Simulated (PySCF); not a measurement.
H₂IrO₂, SMILES [OH][Ir][OH] (connectivity only; charge and spin as stated), neutral, multiplicity 4.

The structure is a stationary point at PBE-D3(BJ)/def2-TZVP. The spin state was assumed, not searched. The def2 effective core potentials stand for the cores of Ir; spin–orbit coupling is left out. One conformer was computed; it need not be the lowest.

Level of theory: PySCF with TDA-PBE/def2-SVPD.

Vertical excitations. Isolated molecule, no solvent.

```
state    energy (eV)  λ (nm)      f            main pairs
-------  -----------  ------  -----  --------------------
root 1          0.36    3415  0.000     β HOMO→LUMO 100 %
root 2          0.38    3279  0.000   β HOMO−1→LUMO 100 %
root 3          1.18    1052  0.000   β HOMO→LUMO+1 100 %
root 4          1.33     931  0.000    β HOMO→LUMO+2 96 %
root 5          1.70     730  0.000  β HOMO−1→LUMO+1 95 %
root 6          1.81     686  0.000  β HOMO−1→LUMO+2 99 %
root 7          2.40     517  0.001   β HOMO−2→LUMO 100 %
root 8          2.99     415  0.000    β HOMO−3→LUMO 99 %
root 9          3.32     374  0.000    β HOMO−4→LUMO 98 %
root 10         3.37     368  0.000  β HOMO−2→LUMO+1 99 %
```
Unrestricted roots are not spin-pure.
